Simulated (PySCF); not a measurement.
A geometry optimisation, step by step.

Compound: C₈H₉P.
Bonds: C1–C2 (double), C2–C3, C3–C4 (aromatic), C4–C5 (aromatic), C5–P6 (aromatic), P6–C7 (aromatic), C7–C8 (aromatic), C8–C9, C3–C8 (aromatic). Hydrogens: H10, H11 on C1; H12 on C2; H13 on C4; H14 on C5; H15 on C7; H16, H17, H18 on C9.

Computed by this run: PBE0-D3(BJ)/def2-SVP geometry optimisation, gas phase in PySCF 2.14.0; density fitting, grid level 1; the optimiser is geomeTRIC in internal coordinates, started from a GFN2-xTB structure with every atom displaced at random (about 0.01 Å). 4 of its 8 geometries are shown. The frame can shift and turn from step to step; on so coarse a grid that alone can change the energy by a few meV, and forces under 0.02 eV/Å are noise.

Step 0: E = -17708.3669 eV, largest atomic force 2.995 eV/Å
```
atom  x, y, z in Å  |  force x, y, z in eV/Å
C1     -2.261   -1.438   -0.126   -1.744  -0.379   0.477
C2     -1.342   -0.779    0.546    0.868   0.502   0.524
C3     -0.069   -0.363   -0.017    1.625   0.593  -0.124
C4      0.611   -1.191   -0.940   -2.804  -0.732   0.754
C5      1.791   -0.948   -1.538    1.355   1.400   0.137
P6      2.770    0.460   -1.226    0.297  -0.178  -0.282
C7      1.772    1.266   -0.076    0.400  -0.409  -0.575
C8      0.554    0.852    0.399   -1.788  -0.408   0.831
C9     -0.189    1.731    1.403    0.530  -0.080  -1.258
H10    -2.179   -1.649   -1.166    0.220  -0.259  -1.062
H11    -3.219   -1.708    0.339    0.201  -0.075   0.000
H12    -1.499   -0.527    1.595   -0.182   0.040   0.142
H13     0.044   -2.106   -1.200    0.427   0.142   0.048
H14     2.168   -1.663   -2.225    0.492  -0.865  -0.873
H15     2.140    2.203    0.292    0.354   0.779   0.300
H16    -1.220    1.891    1.082   -0.284   0.034  -0.007
H17     0.301    2.707    1.460    0.062   0.166   0.184
H18    -0.201    1.275    2.380   -0.029  -0.272   0.785
```

Step 2: E = -17708.5622 eV, largest atomic force 0.255 eV/Å
```
atom  x, y, z in Å  |  force x, y, z in eV/Å
C1     -2.312   -1.771    0.308   -0.008  -0.038   0.013
C2     -1.353   -1.072    0.928    0.080  -0.118  -0.111
C3     -0.071   -0.649    0.336    0.096   0.162  -0.001
C4      0.594   -1.463   -0.594   -0.082  -0.234  -0.061
C5      1.795   -1.163   -1.226   -0.148   0.049   0.110
P6      2.710    0.284   -0.955    0.058   0.046  -0.018
C7      1.687    1.065    0.208   -0.040  -0.066  -0.045
C8      0.478    0.597    0.724    0.046   0.092   0.099
C9     -0.263    1.451    1.717   -0.013   0.056   0.042
H10    -2.235   -2.077   -0.740    0.048   0.027   0.003
H11    -3.227   -2.052    0.836   -0.001  -0.008  -0.003
H12    -1.529   -0.773    1.967    0.006   0.006  -0.038
H13     0.134   -2.431   -0.817   -0.042  -0.003  -0.011
H14     2.199   -1.896   -1.934   -0.005   0.023   0.034
H15     2.032    2.043    0.565   -0.005  -0.021  -0.005
H16    -1.303    1.627    1.401    0.008   0.013  -0.002
H17     0.228    2.425    1.840    0.000   0.002   0.006
H18    -0.306    0.971    2.709    0.002   0.011  -0.011
```

Step 5: E = -17708.5704 eV, largest atomic force 0.126 eV/Å
```
atom  x, y, z in Å  |  force x, y, z in eV/Å
C1     -2.283   -1.801    0.291   -0.014  -0.015   0.024
C2     -1.359   -1.069    0.925    0.025  -0.060  -0.108
C3     -0.079   -0.635    0.341    0.008   0.058   0.033
C4      0.570   -1.459   -0.592    0.042   0.001   0.011
C5      1.770   -1.163   -1.222   -0.039  -0.006   0.000
P6      2.697    0.279   -0.961    0.020   0.009  -0.001
C7      1.683    1.065    0.207    0.005   0.025   0.004
C8      0.475    0.607    0.735    0.041   0.021   0.018
C9     -0.254    1.467    1.731   -0.001   0.004   0.028
H10    -2.167   -2.106   -0.754    0.013   0.004   0.026
H11    -3.199   -2.109    0.798   -0.046  -0.003   0.009
H12    -1.562   -0.755    1.954    0.004  -0.011  -0.021
H13     0.100   -2.421   -0.811   -0.036  -0.054  -0.018
H14     2.173   -1.899   -1.927   -0.016   0.023   0.022
H15     2.039    2.039    0.564   -0.009  -0.016  -0.012
H16    -1.291    1.660    1.415    0.003   0.006   0.000
H17     0.250    2.434    1.858    0.001   0.002   0.005
H18    -0.303    0.984    2.722   -0.002   0.012  -0.022
```

Step 7: E = -17708.5718 eV, largest atomic force 0.025 eV/Å
```
atom  x, y, z in Å  |  force x, y, z in eV/Å
C1     -2.284   -1.814    0.291    0.004  -0.009   0.001
C2     -1.361   -1.072    0.915   -0.001   0.005   0.011
C3     -0.080   -0.631    0.340    0.005   0.000   0.004
C4      0.570   -1.457   -0.593   -0.018  -0.016  -0.004
C5      1.770   -1.160   -1.223    0.001   0.009   0.003
P6      2.699    0.280   -0.958   -0.010   0.002   0.007
C7      1.685    1.065    0.211    0.004   0.019   0.002
C8      0.476    0.610    0.737    0.001  -0.022  -0.002
C9     -0.253    1.471    1.734    0.006  -0.003  -0.009
H10    -2.163   -2.132   -0.749   -0.010  -0.005  -0.005
H11    -3.203   -2.115    0.799    0.010   0.002  -0.004
H12    -1.568   -0.752    1.942   -0.004   0.010  -0.004
H13     0.095   -2.417   -0.816    0.008   0.009   0.000
H14     2.172   -1.893   -1.929    0.000  -0.007  -0.004
H15     2.041    2.038    0.567    0.003   0.008   0.003
H16    -1.287    1.671    1.416    0.001   0.003  -0.003
H17     0.257    2.435    1.865    0.002  -0.002   0.002
H18    -0.307    0.987    2.723   -0.003  -0.004   0.003
```

Task: Summarise the path.

Result: The energy falls by 0.2049 eV from step 0 to step 7; nine tenths of that is first reached at step 1. It falls at every step. The largest force goes from 2.995 to 0.025 eV/Å. Among the bonds C4–C5 changes most, from 1.345 to 1.387 Å; the atoms move by 0.062 Å rms after alignment.

The cost below is that of the whole optimisation. On one thread of an Intel Xeon Platinum 8488C, on a shared host, this took 1.8 min and 0.73 GiB of memory at its peak.
